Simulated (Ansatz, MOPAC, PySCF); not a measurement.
Dimer: dimethyl selenide (SMILES C[Se]C) (first 9 atoms) with NH3 (SMILES N); geometry from B3LYP-D3(BJ)/def2-TZVP.
(charge 0, multiplicity 1):
```xyz
13

C     -0.799     0.063    -1.832
Se    -0.605     0.357     0.097
C      1.318     0.730     0.103
H     -0.178    -0.773    -2.148
H     -1.845    -0.170    -2.018
H     -0.525     0.964    -2.377
H      1.860    -0.113    -0.322
H      1.587     0.856     1.149
H      1.525     1.638    -0.460
N      0.406     0.156     3.403
H      0.801    -0.215     4.260
H     -0.340     0.792     3.662
H     -0.023    -0.616     2.903
```

Counterpoise-corrected where a basis set is named; no monomer relaxation.

Rows in 6-31G* carry no dispersion term and start afresh at each structure (6-31G* with six Cartesian d functions); the Pople sets are all-electron and without relativity. The state reached by AM1, PM6 isn't checked.

Codes used: Ansatz (a program for electronic structure) with Gaussian orbitals; MOPAC for AM1, PM6 (differences of heats of formation); PySCF for 6-31G* rows, the dispersion terms. 

**Question.** One of these levels gives -11.4 kJ/mol for the interaction energy. Which?
A) BLYP-D3(BJ)/def2-TZVPPD
B) PM6
C) AM1
D) B3LYP/6-31G*

**Answer.** A, BLYP-D3(BJ)/def2-TZVPPD. The others give -2.4 (AM1), 1.0 (PM6), -6.7 (B3LYP/6-31G*)
